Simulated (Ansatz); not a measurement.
```yaml
crystal:
  periodic: [false, false, false]
  atoms:
    - {symbol: O, position_ang: [-0.043877, 2.711392, -1.404481]}
    - {symbol: P, position_ang: [-1.998496, 0.071123, -2.022234]}
    - {symbol: Al, position_ang: [-0.034874, 2.028927, 1.957541]}
    - {symbol: Si, position_ang: [0.705446, -2.464158, -0.244747]}
    - {symbol: H, position_ang: [-1.144330, 3.741210, -1.258022]}
    - {symbol: H, position_ang: [-0.242632, 2.587778, 3.854228]}
    - {symbol: H, position_ang: [3.285308, -3.035977, -2.150216]}
    - {symbol: H, position_ang: [-0.438998, -4.511634, 0.847081]}
basis:
  gaussian: {orbitals: cc-pVTZ}
hamiltonian: {xc: {name: revPBE}}
scf: {lower_state_search: light}
output: {forces: true}
```

```sh
$ ansatz run in.yaml --threads 2 --pin off --events-out ev --progress --plain --max-ram 4352MiB
```

Shortened log:

```
Functional definition: revPBE
1220 factors; their error is unknown
mean field evaluation 1: about -25829.2572 eV, gradient 8.3e1 eV
mean field evaluation 2: about -25471.8204 eV, gradient 2.1e2 eV
mean field evaluation 4: about -25659.1820 eV, gradient 1.6e2 eV
mean field evaluation 8: about -25853.4311 eV, gradient 1.8e0 eV
mean field evaluation 16: about -25853.4669 eV, gradient 3.6e-4 eV
mean field -25853.53086873 eV, -950.0997352733 hartree, gradient 1.7e-5 eV, S^2 0.000000; 28 other end points of the search recorded, 0 dependent functions left out
reference -25853.53094467 eV, -950.0997380638 hartree; 27, 27 occupied and 161, 161 virtual orbitals, 1220 factors
Total energy: -25853.53094467 eV, -950.0997380638 hartree
Atom 0 at    -0.043877     2.711392    -1.404481 Å, force    -4.351026     2.523768     0.843268 eV/Å
Atom 1 at    -1.998496     0.071123    -2.022234 Å, force     1.047192     0.375507     0.397066 eV/Å
Atom 2 at    -0.034874     2.028927     1.957541 Å, force    -0.001330     0.367616     0.948114 eV/Å
Atom 3 at     0.705446    -2.464158    -0.244747 Å, force    -0.601247    -1.075391     0.179198 eV/Å
Atom 4 at    -1.144330     3.741210    -1.258022 Å, force     3.672062    -3.520003    -0.561163 eV/Å
Atom 5 at    -0.242632     2.587778     3.854228 Å, force     0.108204    -0.322592    -1.352546 eV/Å
Atom 6 at     3.285308    -3.035977    -2.150216 Å, force    -0.734833     0.099786     0.486607 eV/Å
Atom 7 at    -0.438998    -4.511634     0.847081 Å, force     0.860979     1.551308    -0.940543 eV/Å
Dipole moment:    -0.378974     0.439400     0.535533 e Å
```

Task: Something in this input is off. What?

Result: The coordinates are in bohr but typed as ångström. The run converged. The result belongs to that input, not to the molecule as meant.
